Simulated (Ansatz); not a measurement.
`[SiH3]C[SiH2]I` at its PBE0-D4/def2-TZVP geometry, where that method's forces vanish. Total charge 0; spin multiplicity 1. I: def2 effective core potential.

```json
{"atom": "Si1", "x (Å)": "0.110", "y (Å)": "-1.668", "z (Å)": "0.091"}
{"atom": "C2", "x (Å)": "-0.466", "y (Å)": "0.058", "z (Å)": "0.556"}
{"atom": "Si3", "x (Å)": "0.260", "y (Å)": "1.403", "z (Å)": "-0.503"}
{"atom": "I4", "x (Å)": "-0.565", "y (Å)": "3.599", "z (Å)": "0.202"}
{"atom": "H5", "x (Å)": "1.588", "y (Å)": "-1.763", "z (Å)": "0.216"}
{"atom": "H6", "x (Å)": "-0.513", "y (Å)": "-2.681", "z (Å)": "0.983"}
{"atom": "H7", "x (Å)": "-0.266", "y (Å)": "-1.970", "z (Å)": "-1.315"}
{"atom": "H8", "x (Å)": "-1.557", "y (Å)": "0.102", "z (Å)": "0.482"}
{"atom": "H9", "x (Å)": "-0.203", "y (Å)": "0.252", "z (Å)": "1.601"}
{"atom": "H10", "x (Å)": "1.738", "y (Å)": "1.437", "z (Å)": "-0.387"}
{"atom": "H11", "x (Å)": "-0.125", "y (Å)": "1.232", "z (Å)": "-1.925"}
```

(1) For each bond, give half the difference of the two atoms' forces along it (eV/Å; positive pushes the atoms apart) under PBE-D4, r2SCAN-D4, B3LYP-D4, ωB97M-V in def2-TZVPP. (Estimate.)

Results:

(1) Computed: 
```tsv
bond	length (Å)	PBE-D4	r2SCAN-D4	B3LYP-D4	ωB97M-V
Si1–C2	1.878	0.00	0.02	0.12	0.09
Si1–H5	1.487	0.07	-0.02	-0.07	-0.10
Si1–H6	1.486	0.08	-0.02	-0.10	-0.13
Si1–H7	1.487	0.07	-0.02	-0.07	-0.10
C2–Si3	1.859	0.03	0.02	0.09	0.05
C2–H8	1.095	0.11	0.00	-0.06	-0.04
C2–H9	1.095	0.11	0.00	-0.06	-0.04
Si3–I4	2.450	0.11	0.07	0.21	0.00
Si3–H10	1.483	0.07	-0.03	-0.12	-0.13
Si3–H11	1.483	0.07	-0.03	-0.12	-0.13
```

B3LYP here is the variant with VWN-RPA as its local correlation; programs differ in this.
